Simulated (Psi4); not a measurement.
Psi4 input (wB97X-D/6-311+G**):

```
memory 1500 MB

molecule {
0 2
C     2.78185800    0.08678800    0.26334700
C     1.56295400   -0.16598800    0.15949700
B     0.07365200   -0.02736800    0.00856600
Cl   -0.68182200    1.53478100   -0.14815700
Cl   -0.87330400   -1.49877900   -0.00360200
symmetry c1
no_reorient
no_com
}

set {
  basis 6-311+G**
  reference uks
  scf_type df
  df_basis_scf def2-universal-jkfit
  dft_radial_points 99
  dft_spherical_points 590
  e_convergence 1e-8
  d_convergence 1e-7
  maxiter 150
}

e = energy('wb97x-d')
print_out(f'\nFINAL {e:.10f} DIPOLE {variable("CURRENT DIPOLE")[0]:.6f} {variable("CURRENT DIPOLE")[1]:.6f} {variable("CURRENT DIPOLE")[2]:.6f}\n')
```

Output:

```
   => Loading Basis Set <=

    Name: 6-311+G**
    Role: ORBITAL
    Keyword: BASIS
    atoms 1-2 entry C          line   129 file 6-311pgss.gbs
    atoms 3   entry B          line   108 file 6-311pgss.gbs
    atoms 4-5 entry CL         line   468 file 6-311pgss.gbs

   => WB97X-D: Empirical Dispersion <=

    Chai and Head-Gordon Dispersion Correction
    Chai, J.-D.; Head-Gordon, M. (2010), J. Chem. Phys., 132: 6615-6620

        s6 =       1.000000

         ---------------------------------------------------------
                                   SCF
               by Justin Turney, Rob Parrish, Andy Simmonett
                          and Daniel G. A. Smith
                              UKS Reference
         ---------------------------------------------------------

  ==> Geometry <==

    Molecular point group: c1
    Full point group: C1

    Geometry (in Angstrom), charge = 0, multiplicity = 2:

       Center              X                  Y                   Z               Mass
    ------------   -----------------  -----------------  -----------------  -----------------
         C            2.781858000000     0.086788000000     0.263347000000    12.000000000000
         C            1.562954000000    -0.165988000000     0.159497000000    12.000000000000
         B            0.073652000000    -0.027368000000     0.008566000000    11.009305360000
         CL          -0.681822000000     1.534781000000    -0.148157000000    34.968852682000
         CL          -0.873304000000    -1.498779000000    -0.003602000000    34.968852682000

  Running in c1 symmetry.

  Rotational constants: A =      0.10827  B =      0.09760  C =      0.05133 [cm^-1]
  Rotational constants: A =   3245.73315  B =   2926.05372  C =   1538.80712 [MHz]
  Nuclear repulsion =  199.684614875219523

  Charge       = 0
  Multiplicity = 2
  Electrons    = 51
  Nalpha       = 26
  Nbeta        = 25

  ==> Algorithm <==

  SCF Algorithm Type is DF.
  DIIS enabled.
  MOM disabled.
  Fractional occupation disabled.
  Guess Type is SAD.
  Energy threshold   = 1.00e-08
  Density threshold  = 1.00e-07
  Integral threshold = 1.00e-12
[...]
    Beta Occupied:

       1A   -101.750410     2A   -101.749378     3A    -10.369998
       4A    -10.336534     5A     -9.620582     6A     -9.619652
       7A     -7.367176     8A     -7.366405     9A     -7.361907
      10A     -7.360973    11A     -7.359955    12A     -7.359008
      13A     -6.992684    14A     -0.990899    15A     -0.953683
      16A     -0.879922    17A     -0.684784    18A     -0.574565
      19A     -0.542138    20A     -0.495245    21A     -0.441779
      22A     -0.436686    23A     -0.428511    24A     -0.405538
      25A     -0.397456

    Beta Virtual:

      26A     -0.147923    27A     -0.029204    28A      0.046947
      29A      0.059999    30A      0.071028    31A      0.073103
      32A      0.073766    33A      0.113030    34A      0.116687
      35A      0.120706    36A      0.133096    37A      0.142694
      38A      0.151867    39A      0.158012    40A      0.165978
      41A      0.178143    42A      0.180346    43A      0.181461
      44A      0.185686    45A      0.204287    46A      0.206068
      47A      0.214574    48A      0.218268    49A      0.252732
      50A      0.263967    51A      0.283187    52A      0.307593
      53A      0.439631    54A      0.447175    55A      0.463736
      56A      0.489356    57A      0.533910    58A      0.535722
      59A      0.543758    60A      0.555453    61A      0.575082
      62A      0.584071    63A      0.598811    64A      0.634106
      65A      0.641529    66A      0.657976    67A      0.700759
      68A      0.736180    69A      0.776630    70A      0.808417
      71A      0.842987    72A      0.852619    73A      0.909350
      74A      0.922187    75A      0.937947    76A      0.950838
      77A      0.960102    78A      0.973192    79A      1.011516
      80A      1.033102    81A      1.085268    82A      1.137069
      83A      1.157719    84A      1.192609    85A      1.282600
      86A      1.301165    87A      1.338152    88A      1.449775
      89A      1.480746    90A      1.511048    91A      1.557852
      92A      1.653790    93A      1.677260    94A      1.782390
      95A      1.908166    96A      2.054021    97A      2.255123
      98A      2.284530    99A      2.332700   100A      2.349077
     101A      2.378151   102A      2.417016   103A      2.445279
     104A      2.454010   105A      2.616608   106A      2.635010
     107A      2.714262   108A      2.821660   109A      2.884557
     110A      2.993589   111A      3.032178   112A      3.323893
     113A      3.628942   114A      9.807309   115A      9.935303
     116A     14.458950   117A     23.463024   118A     24.636845
     119A     25.932723   120A     26.019798   121A     26.033513
     122A     26.134523   123A     26.384090   124A     26.499442
     125A    215.884096   126A    216.023979

    Final Occupation by Irrep:
              A
    DOCC [    25 ]
    SOCC [     1 ]
    NA   [    26 ]
    NB   [    25 ]

  @DF-UKS Final Energy: -1021.36427814615388

   => Energetics <=

    Nuclear Repulsion Energy =            199.6846148752195234
    One-Electron Energy =               -1802.4021322098997189
    Two-Electron Energy =                 632.8958757951061216
    DFT Exchange-Correlation Energy =     -51.5416176283843868
    Empirical Dispersion Energy =          -0.0010189781953257
    VV10 Nonlocal Energy =                  0.0000000000000000
    Total Energy =                      -1021.3642781461538789

  UHF NO Occupations:
  HONO-2 :   24  A 1.9972476
  HONO-1 :   25  A 1.9959342
  HONO-0 :   26  A 1.0000000
  LUNO+0 :   27  A 0.0040658
  LUNO+1 :   28  A 0.0027524
  LUNO+2 :   29  A 0.0001377
  LUNO+3 :   30  A 0.0001246

Computation Completed

Properties will be evaluated at   0.000000,   0.000000,   0.000000 [a0]

Properties computed using the SCF density matrix

 Multipole Moments:

 ------------------------------------------------------------------------------------
     Multipole            Electronic (a.u.)      Nuclear  (a.u.)        Total (a.u.)
 ------------------------------------------------------------------------------------

 L = 1.  Multiply by 2.5417464519 to convert [e a0] to [Debye]
 Dipole X            :         -0.1298849           -0.0000189           -0.1299038
 Dipole Y            :         -0.2199104           -0.0000113           -0.2199217
 Dipole Z            :         -0.0006813           -0.0000170           -0.0006983
 Magnitude           :                                                    0.2554233

 ------------------------------------------------------------------------------------

FINAL -1021.3642781462 DIPOLE -0.129904 -0.219922 -0.000698

*** Psi4 exiting successfully. Buy a developer a beer!
```

The geometry given is a B3LYP-D3(BJ)/def2-TZVP minimum.
